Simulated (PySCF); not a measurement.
# What each rung costs, and what it gives

Saddle point of BH₄OF₃, singlet (BHF₂ ([F][BH][F]) + H₂O + HF → BHOF₂ ([OH][B]([F])[F]) + HF + H₂; bonds formed: H2–H7, H5–F8; dative contacts that become bonds: B1–O6; bonds broken: B1–H2, H5–O6, H7–F8), PBE0-D4/def2-TZVP structure:

| atom | x (Å) | y (Å) | z (Å) |
| --- | --- | --- | --- |
| B1 | -0.3248 | -0.7887 | 0.0793 |
| H2 | -1.1805 | 0.2789 | 0.3912 |
| F3 | -0.9406 | -1.4021 | -0.9379 |
| F4 | -0.2094 | -1.4510 | 1.2481 |
| H5 | 0.7264 | 0.9573 | -0.4480 |
| O6 | 0.9827 | -0.1839 | -0.3330 |
| H7 | -0.7486 | 1.0447 | 0.0592 |
| F8 | 0.0317 | 1.8910 | -0.3884 |
| H9 | 1.6632 | -0.3462 | 0.3295 |

Barriers are electronic and count from the start structure reached by relaxing down the imaginary mode.

PySCF 2.14 with density fitting (its default auxiliary sets; JK sets also for MP2 and CCSD(T)); basis: as named in each row; cores frozen in the correlated methods. B3LYP uses VWN-RPA correlation. Extrapolation: Hartree–Fock as exp(−7.88 √X), correlation as X^−2.97.

Times are rough, for one single point on 4 threads of a shared host (Intel Xeon).

The estimate by CCSD(T) at an estimated basis limit (MP2 extrapolated from triple and quadruple zeta, plus CCSD(T) − MP2 in triple zeta) is 0.827 eV.

| method | basis | time (s) | barrier (eV) | method less estimate |
| --- | --- | --- | --- | --- |
| HF | STO-3G | 2 | 1.427 | 0.600 |
| B3LYP-D4 | 6-31G | 8 | 0.707 | -0.120 |
| MP2 | def2-QZVPP | 10 | 0.769 | -0.058 |
| PBE0-D4 | def2-SVP | 11 | 0.499 | -0.328 |
| PBE-D4 | def2-SVP | 12 | 0.286 | -0.541 |
| SPW92 | def2-TZVPP | 22 | 0.105 | -0.722 |
| PBE0-D4 | def2-TZVPP | 27 | 0.608 | -0.220 |
| B3LYP-D4 | def2-TZVPP | 27 | 0.679 | -0.148 |
| BHLYP-D4 | def2-TZVPP | 27 | 0.891 | 0.064 |
| PBE-D4 | def2-TZVPP | 32 | 0.433 | -0.395 |
| r2SCAN-D4 | def2-TZVPP | 46 | 0.506 | -0.321 |
| CCSD(T) | def2-SVP | 110 | 0.844 | 0.016 |
| wB97M-V | def2-TZVPP | 390 | 0.764 | -0.063 |
| CCSD(T) | def2-TZVPP | 1200 | 0.830 | 0.003 |

All methods are single points on the PBE0-D4 structures.

The T1 diagnostic stays at or below 0.012.

Labels in which every atom is bracketed show which atoms are joined, not bond orders.
